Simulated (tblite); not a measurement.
Species: C₃H₆F₃PSi₂.
SMILES with atom numbers: `[CH3:1][C:2]#[C:3][Si@H:4]([PH2:5])[Si:6]([F:7])([F:8])[F:9]` (hydrogens: H10, H11, H12 on C1; H13 on Si4; H14, H15 on P5)

Computed with GFN2-xTB (tblite), gas phase: L-BFGS steps from a force-field or distance-geometry start until the largest atomic force falls under 0.01 eV/Å.

Step 4: E = -810.2033 eV
```
atom  x, y, z in Å  |  force x, y, z in eV/Å
C1     -3.2094    0.3148   -0.4477   -0.265   0.034   0.019
C2     -1.8387    0.1560   -0.0419    0.040  -0.023   0.017
C3     -0.6926   -0.0044    0.3044    0.033  -0.140   0.045
Si4     1.0687   -0.1402    0.8468   -0.055   0.473   0.058
P5      1.9643    1.9471    0.8318    0.067  -0.150   0.073
Si6     2.2218   -1.5623   -0.4852    0.177   0.057   0.058
F7      1.6530   -3.0417   -0.5305   -0.001  -0.123  -0.032
F8      3.7518   -1.7769   -0.0941   -0.132  -0.041  -0.086
F9      2.2943   -1.1485   -2.0149    0.055  -0.050  -0.156
H10    -3.5689    1.3180   -0.2144    0.076   0.005   0.013
H11    -3.3150    0.1502   -1.5177    0.067  -0.013  -0.078
H12    -3.8433   -0.4047    0.0731    0.063  -0.010   0.019
H13     1.1322   -0.5905    2.2436   -0.066  -0.027   0.100
H14     0.8727    2.5216    1.4585   -0.021  -0.005  -0.035
H15     1.5048    2.2694   -0.4336   -0.038   0.012  -0.012
```

Step 5: E = -810.2113 eV
```
atom  x, y, z in Å  |  force x, y, z in eV/Å
C1     -3.2106    0.3152   -0.4478   -0.214   0.021   0.013
C2     -1.8399    0.1551   -0.0414   -0.016  -0.010  -0.003
C3     -0.6950   -0.0107    0.3046    0.029  -0.106   0.047
Si4     1.0640   -0.1262    0.8484    0.012   0.255   0.085
P5      1.9694    1.9438    0.8351   -0.012   0.011  -0.021
Si6     2.2168   -1.5552   -0.4805    0.186   0.001   0.003
F7      1.6589   -3.0395   -0.5337   -0.034  -0.105  -0.005
F8      3.7476   -1.7811   -0.1002   -0.101  -0.014  -0.043
F9      2.2981   -1.1553   -2.0142    0.033  -0.014  -0.156
H10    -3.5661    1.3198   -0.2134    0.060  -0.017   0.004
H11    -3.3118    0.1498   -1.5189    0.045  -0.006  -0.048
H12    -3.8405   -0.4063    0.0748    0.038   0.007   0.002
H13     1.1301   -0.5907    2.2428   -0.071  -0.004   0.075
H14     0.8724    2.5197    1.4548    0.019  -0.004  -0.012
H15     1.5022    2.2695   -0.4323    0.027  -0.015   0.058
```

**Question.** Estimate the geometry and energy of step 6. (The exact step hangs on the optimiser's Hessian estimate; all steps are aligned on step 5, rigid shifts and turns removed.)

**Answer.** E = -810.2150 eV, largest force 0.122 eV/Å
```
atom  x, y, z in Å  |  force x, y, z in eV/Å
C1     -3.2138    0.3155   -0.4480   -0.064  -0.003  -0.006
C2     -1.8410    0.1544   -0.0412   -0.039  -0.007  -0.006
C3     -0.6966   -0.0158    0.3053   -0.015  -0.071   0.035
Si4     1.0622   -0.1148    0.8508    0.042   0.041   0.062
P5      1.9718    1.9426    0.8365   -0.017   0.115  -0.038
Si6     2.2162   -1.5516   -0.4786    0.059  -0.017  -0.056
F7      1.6615   -3.0397   -0.5355   -0.027  -0.033   0.010
F8      3.7446   -1.7836   -0.1038   -0.010  -0.013  -0.006
F9      2.3007   -1.1592   -2.0163    0.020  -0.011  -0.100
H10    -3.5638    1.3208   -0.2128    0.029  -0.005   0.003
H11    -3.3094    0.1496   -1.5202    0.019   0.001  -0.017
H12    -3.8388   -0.4073    0.0760   -0.005  -0.001   0.004
H13     1.1277   -0.5907    2.2437   -0.071   0.019   0.048
H14     0.8728    2.5186    1.4527    0.030   0.007   0.005
H15     1.5015    2.2692   -0.4305    0.048  -0.021   0.063
```

The energy changes by -0.0037 eV. The first-order estimate −F·Δx gives -0.0058 eV and the mean of the old and new forces, exact on a quadratic surface, -0.0036 eV. The step makes an angle of 48° with the force vector and moves no atom by more than 0.012 Å.

The cost below is that of the whole relaxation. The run took 1.1 s wall on one thread of an Arm Neoverse N1 (shared host).
